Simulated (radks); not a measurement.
The xenon ion Xe8+ is in [Kr] 4d10. Method: Dirac Kohn-Sham, BLYP, spin-unpolarised, spherical densities, finite nucleus; Fermi nuclear charge, rms radius of each element as measured or else 0.836 A^(1/3) + 0.57 fm; computed with a radial shooting solver on a logarithmic mesh with Libxc functionals. Sub-shells are occupied by j as written (lower j first in brackets). One electron is removed from 4d3/2, 4p3/2, 4d5/2, 4p1/2 in turn, with full relaxation. Which removal costs least, and what does each cost?

Answer. 4d5/2 178.98 eV; 4d3/2 181.16 eV; 4p3/2 259.81 eV; 4p1/2 272.66 eV. The 4d5/2 electron leaves first.
